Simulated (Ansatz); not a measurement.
Calculated with Ansatz (gas phase, PBE0-D4/def2-TZVP geometries, no zero-point term in ΔE). CBS: MP2 limit from def2 TZ/QZ plus the TZ coupled-cluster correction, frozen cores. This one scheme is used for every species. Functionals use def2-TZVPP. One conformer a species, not always the lowest.

Reaction (cleavage of the B–Si bond): `[SiH3]B[SiH3]` + CH₃SH → `CSB[SiH3]` + SiH₄

(1) Is it downhill or uphill in electronic energy at CCSD(T)/CBS, and by how much? (Best estimate.)

(2) What do these levels give: LDA (SPW92), r2SCAN-D4, B97M-V, PBE0-D4, MP2/def2-SVP, HF/CBS(def2)? (An estimate is asked.)

Largest T1 diagnostic among the species: 0.015.

## Answers

(1) The calculation gave: Downhill: ΔE = -133.4 kJ/mol.

(2) Computed: LDA (SPW92) -142.8, r2SCAN-D4 -137.5, B97M-V -131.9, PBE0-D4 -132.4, MP2/def2-SVP -150.7, HF/CBS(def2) -119.3 kJ/mol.

At CCSD(T), def2-SVP lies −9.8 kJ/mol from the extrapolated value and def2-TZVPP −0.9 kJ/mol. Leaving LDA and LC-ωPBE aside and taking each functional with its dispersion term where it has one, the values, not all of them listed here, spread over 8.2 kJ/mol, from r2SCAN-D4 to ωB97X-V. LDA lies −9.0 kJ/mol from PBE without D4. In def2-TZVPP, CCSD(T) changes the Hartree–Fock value by −14.3 kJ/mol (the triples alone add −5.4 kJ/mol) and MP2 by −24.9 kJ/mol.
